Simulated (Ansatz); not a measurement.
I4Ti (SMILES [I][Ti]([I])([I])[I]), singlet, geometry from GFN2-xTB (such geometries of metal compounds can be far from the true shape) (all electrons, no relativity). Base run: B3LYP/STO-3G in Ansatz (a first-principles code).

Geometry (Å):
```xyz
5

Ti     0.0000     0.0000     0.0000
I      2.0952    -0.5955    -1.4960
I      0.7878     0.4420     2.4833
I     -1.1736     2.1682    -0.9509
I     -1.7094    -2.0148    -0.0363
```
Charge 0, spin multiplicity 1.
All else is at Ansatz's defaults.

Variants of this job, named by their change:

```
change                                        E (Eh)  core-seconds (rough)
--------------------------------------  ------------  --------------------
base                                    -28252.40539                     9
functional = pbe; dispersion = d3bjatm  -28249.64617                     5
functional = revpbe                     -28250.84946                     6
functional = pbe                        -28249.63409                     5
functional = pbe0                       -28251.11709                    10
functional = r2scan                     -28253.14768                    20
functional = b3lyp; dispersion = d4     -28252.42774                    10
functional = BHLYP                      -28253.21641                    10
functional = hf                         -28242.92343                    10
functional = b3lyp5                     -28251.46299                    10
```

Totals shift with the method and basis; they matter in differences.
